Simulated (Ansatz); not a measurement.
Molecule: sum formula SiH3S2Cl2, net charge 1, singlet state. It need not be the lowest isomer of its formula. SMILES: S[Si]([SH2+])(Cl)Cl
Structure (B3LYP-D3(BJ)/def2-TZVP (Ansatz, a first-principles code) minimum search):
```
Si
Cl 1 2.0038
Cl 1 2.0067 2 116.43
S 1 2.0824 2 112.16 3 139.15
H 4 1.3489 1 93.56 2 -163.74
S 1 2.3559 2 98.55 4 116.33
H 6 1.3507 1 97.93 2 -168.20
H 6 1.3510 7 93.90 1 -97.77
```
Charge +1, spin multiplicity 1.

Parts of the frozen-core correlation energy in 6-31G (Ansatz, hartree). Frozen orbitals: 25; correlated occupied orbitals by spin: 16 and 16; virtual: 30 and 30. No spin-orbit coupling. Non-relativistic.

| term | value |
|---|---|
| reference (HF) | -2004.26872 |
| MP2 opposite-spin | -0.19250 |
| MP2 same-spin | -0.05335 |
| CCSD correlation | -0.28494 |
| (T) | -0.00684 |
| T1 diagnostic | 0.012 |
| largest doubles amplitude | 0.052 |
